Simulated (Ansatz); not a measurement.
`CC[O][Zr]([Cl])([O]CC)[O]CC`, charge 0, multiplicity 1.

Give a relaxed structure at PBE0-D4/def2-TZVP (the Gaussian-basis code of Ansatz). (An estimate is asked.)

Ansatz gave: 
```xyz
26

C    -1.542    3.041   -1.781
C    -2.255    2.409   -0.607
O    -1.384    1.650    0.174
Zr    0.022    0.609    0.943
Cl    0.558    1.450    3.119
O     1.566    0.710   -0.175
C     2.622    0.528   -1.068
C     2.851   -0.937   -1.367
O    -0.526   -1.213    1.083
C    -0.944   -2.542    1.156
C    -0.884   -3.056    2.576
H    -0.741    3.698   -1.436
H    -1.105    2.275   -2.425
H    -2.240    3.634   -2.378
H    -2.706    3.184    0.024
H    -3.071    1.765   -0.960
H     3.526    0.973   -0.635
H     2.404    1.075   -1.994
H     1.960   -1.384   -1.814
H     3.087   -1.483   -0.451
H     3.683   -1.059   -2.065
H    -1.968   -2.616    0.768
H    -0.305   -3.151    0.505
H    -1.529   -2.463    3.228
H    -1.214   -4.097    2.618
H     0.135   -3.001    2.963
```
This is one stationary point; other conformers may exist.
